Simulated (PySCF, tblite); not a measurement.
Isomers of C8H11OP, one GFN2-xTB conformer each. Single-point energies are computed at PBE0/pcSseg-1 (PySCF, gas phase, no added dispersion term), electronic only.

```tsv
SMILES	GFN2-xTB relative energy (kJ/mol)
COc1ccc(C)c(C)p1	0.0
CC#C[P@]1(=O)C(C)=C1CC	219.3
COc1cpc(C)c(C)c1	0.8
```

Conformers: `[CH3:1][O:2][c:3]1[cH:4][cH:5][c:6]([CH3:7])[c:8]([CH3:9])[p:10]1` with C1–O2–C3–C4 180°; `[CH3:1][C:2]#[C:3][P@:4]1(=[O:5])[C:6]([CH3:7])=[C:8]1[CH2:9][CH3:10]` with C6–C8–C9–C10 -1°; `[CH3:1][O:2][c:3]1[cH:4][p:5][c:6]([CH3:7])[c:8]([CH3:9])[cH:10]1` with C1–O2–C3–C4 0°.

Problem. What does PBE0/pcSseg-1 give for the same structures?

Solution. 
```csv
SMILES,PBE0/pcSseg-1 E (Eh),PBE0/pcSseg-1 (kJ/mol),GFN2-xTB (kJ/mol),point group
COc1cpc(C)c(C)c1,-727.38859,0.0,0.8,Cs
COc1ccc(C)c(C)p1,-727.38604,6.7,0.0,Cs
CC#C[P@]1(=O)C(C)=C1CC,-727.29993,232.8,219.3,C1
```

GFN2-xTB puts COc1ccc(C)c(C)p1 lowest instead; measured from each level's own lowest isomer, the values differ by up to 13.5 kJ/mol (CC#C[P@]1(=O)C(C)=C1CC: 219.3 against 232.8). As drawn, the lowest has an aromatic ring, which the highest lacks; the highest has a three-membered ring, a C≡C bond and a P=O bond, which the lowest lacks. Neighbours under 10 kJ/mol apart (COc1cpc(C)c(C)c1 and COc1ccc(C)c(C)p1) can change places with a better method, another conformer or zero-point energy.

Problem. Which frontier levels, dipoles and rotational constants go with these structures?

Solution. 
```
                SMILES  HOMO (eV, PBE0/pcSseg-1)  LUMO (eV)  dipole (D)       A, B, C (MHz)
      COc1cpc(C)c(C)c1                     -6.36      -1.22        1.12  2065, 811.3, 588.9
      COc1ccc(C)c(C)p1                     -6.35      -1.12        0.79  2307, 825.2, 614.8
CC#C[P@]1(=O)C(C)=C1CC                     -6.79      -0.42        5.08  1556, 613.2, 567.4
```

Problem. What happens when harmonic zero-point energies from GFN2-xTB frequencies are added?

Solution. 
| SMILES | ZPE (kJ/mol) | electronic (kJ/mol) | with ZPE (kJ/mol) |
| --- | --- | --- | --- |
| COc1cpc(C)c(C)c1 | 441.3 | 0.0 | 0.0 |
| COc1ccc(C)c(C)p1 | 441.0 | 6.7 | 6.4 |
| CC#C[P@]1(=O)C(C)=C1CC | 431.2 | 232.8 | 222.6 |

The zero-point energies span 10.1 kJ/mol. The order is unchanged.

Problem. As an exercise, what shares would exp(−E/RT) give at 500 K from these electronic energies alone (no entropy, no degeneracies)?

Solution. RT = 4.157 kJ/mol: COc1cpc(C)c(C)c1 83.3 %, COc1ccc(C)c(C)p1 16.7 %, CC#C[P@]1(=O)C(C)=C1CC under 0.1 %.
